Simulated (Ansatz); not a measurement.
```yaml
crystal:
  periodic: [false, false, false]
  atoms:
    - {symbol: F, position_ang: [-1.468136, 1.708294, -0.632520]}
    - {symbol: B, position_ang: [-0.697584, 0.664284, -0.456280]}
    - {symbol: C, position_ang: [0.528228, 0.292128, 0.488459]}
    - {symbol: C, position_ang: [0.112896, -0.999113, -0.184974]}
    - {symbol: N, position_ang: [-0.808126, -0.685223, -1.034104]}
    - {symbol: H, position_ang: [1.521140, 0.642211, 0.200180]}
    - {symbol: H, position_ang: [0.427558, 0.337864, 1.574449]}
    - {symbol: H, position_ang: [0.476123, -2.017545, -0.011012]}
basis:
  gaussian: {orbitals: cc-pVTZ-PP}
hamiltonian: {xc: {name: PBE0}}
```

```sh
$ ansatz run in.yaml --threads 2 --pin off --events-out ev --progress --plain --max-ram 4352MiB
```

Output, abridged:

```
Functional definition: PBE0
Error: <dir> the basis set cc-pVTZ-PP has no functions for F
```

(1) What is wrong with this run?

## Answers

(1) The basis set is misnamed or doesn't suit the job. The program refused the input.
